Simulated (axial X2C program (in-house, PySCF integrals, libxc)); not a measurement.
## TcF: from the spin-free to the two-component result

All values were computed with an in-house relativistic program for diatomic molecules. Spin-free means the one-electron spin-free X2C Hamiltonian; two-component (2c) means X2C with spin–orbit coupling and atomic mean-field two-electron Coulomb and Gaunt terms, so the difference of the two also holds small scalar two-electron terms. Basis: Tc dyall-cv3z [12s12p8d5f3g], F dyall-av3z [7s6p3d2f] (cores contracted in-house); Gaussian nuclei, density fitting, unrestricted open shells. Masses: Tc 98.907 u, F 18.998 u.

Spin-free state: M_S = 3, Λ = 0 (beyond evenly filled blocks: 2 × σα, π+α, π-α, δ+α, δ-α); fragments Tc + F.

```tsv
level	Re (Å)	ωe (cm⁻¹)	De (eV)	μ (D)
PBE0	1.967	558.4	4.823	-1.97
HF	2.003	544.1	3.510	-2.72
MP2	1.991	543.6	4.947	n/a
CCSD	1.988	551.5	4.456	n/a
CCSD(T)	1.988	549.9	4.494	n/a
```

Correlated methods: 14 electrons correlated (number of frozen shells: Tc 4 s, 3 p, 1 d; F 1 s), 280 virtual spin orbitals or spinors in MP2, 89 natural virtuals in coupled cluster.

Dipoles are positive if F is the positive end.

Two-component determinant lowest at the distance of the search:

Ω = 3 (⟨Sz⟩ = 2.99, ⟨Lz⟩ = 0.01 at HF); fragments Tc + F.

| level | Re (Å) | ωe (cm⁻¹) | De (eV) | μ (D) |
| --- | --- | --- | --- | --- |
| PBE0 | 1.967 | 558.3 | 4.820 | -1.97 |
| HF | 2.003 | 543.9 | 3.497 | -2.72 |
| MP2 | 1.991 | 543.4 | 4.938 | n/a |
| CCSD | 1.988 | 551.5 | 4.446 | n/a |
| CCSD(T) | 1.988 | 549.9 | 4.481 | n/a |

**Question.** From the two tables, how do the constants change at the CCSD(T) level (2c against spin-free)?

**Answer.** At the CCSD(T) level Re is unchanged within 0.001 Å and ωe doesn't move by more than 0.2 cm⁻¹; De changes by -0.013 eV.

Occupations by symmetry block were frozen at the best pattern of an incomplete PBE0 search. Dissociation energies refer to the lowest single-determinant-based atoms at the same level and basis. Density functionals use the spin component along the axis (collinear). Coupled cluster ran in a truncated set of natural virtual spinors; the MP2 energy of the rest was added. (T) has no such correction and the atoms are truncated less, which lowers De at CCSD(T) by a hundredth of an eV or more. In 2c an atomic determinant is not the ground J level, so De misses part of the atomic spin–orbit lowering. This holds for PBE0. PBE0 can misorder states that lie within some tenths of an eV, so this need not be the ground state of the molecule. The nearest other spin-free determinant of the search, M_S = 2, Λ = 0, lies 0.47 eV up at the distance of the search. The functionals have no current-density term, which raises determinants with orbital currents, atoms included. With several unpaired electrons one determinant need not be a pure state. Open-shell Ω = 0 determinants with evenly filled partner blocks cannot be reached by this program, so the Ω shown need not be the lowest component.
